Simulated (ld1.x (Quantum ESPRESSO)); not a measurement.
The numbers below are computed, except where a source is named.
## Hardness and transferability of assorted potentials

Generated with ld1.x 7.5 (TM, RRKJ, ultrasoft, PAW), atompaw 4.2 or ONCVPSP 4.0.1. The cutoff is in Ry: for ld1.x and atompaw files where the sum of valence levels is converged to 10 mRy in a Bessel basis, for ONCV files where the hardest occupied wave has 1 mHa per electron of residual kinetic energy. The error is the largest all-electron minus pseudo excitation energy over each file’s own four to seven test configurations (ionisations up to +4, promotions, holes and added fractions of an electron), all of which were solved. The labels leave out finer settings (local radius, basis sizes, second energies), which also bear on the numbers. Spin-polarised tests are not counted. The rows are a selection from randomly drawn settings: files with unsolved tests, undetermined cutoffs or missed reference levels are left out.

A true bound ghost makes a file unfit for plane-wave use even where its test errors are small: the radial tests pick states by their node count and pass the ghost by.

| element | potential | cutoff (Ry) | largest error (meV) | bound ghosts |
| --- | --- | --- | --- | --- |
| Al | RRKJ, BLYP, non-relativistic, rc 1.65/2.10 (sp), local smoothed, core correction no, reference 3s1.75 3p1.25 | 10 | +102 | none |
| Mn | TM, LDA (PZ), scalar-relativistic, rc 2.25/3.30/1.55 (spd), local smoothed, core correction yes, reference 3d5 4s2 4p0 | 100 | -399 | none |
| Sn | TM, PBE, scalar-relativistic, rc 2.10/1.85/1.60 (spd), local s, core correction yes, reference 5s2 5p1 | 25 | -250 | d |
| Os | PAW, PBE, scalar-relativistic, rc 3.34/3.74/3.10 (spd), local smoothed, core correction yes, reference 5d6 6s2 6p0 | 10 | -641 | none |
| Tl | TM, PBE, fully relativistic, rc 1.50/2.45/1.90 (spd), local s, core correction no, reference 5d10 6s2 6p0 | 80 | +145 | none |

Fill in the row for O: RRKJ, PW91, scalar-relativistic, rc 0.80/0.95/1.05 (spd), local smoothed, core correction yes, reference 2s2 2p3.

cutoff 120 Ry, largest error +75 meV, bound ghosts: none.

Fill in the row for Nb: TM, BLYP, fully relativistic, rc 2.40/1.60/2.40/2.55 (spdf), local s, core correction no, reference 4p6 4d4.5 5s0.5 5p0.

cutoff 45 Ry, largest error -391 meV, bound ghosts: none.

Fill in the row for Ru: TM, PBE, scalar-relativistic, rc 2.35/2.55/1.65 (spd), local s, core correction yes, reference 4d6 5s0 5p0.

cutoff 50 Ry, largest error -372 meV, bound ghosts: none.
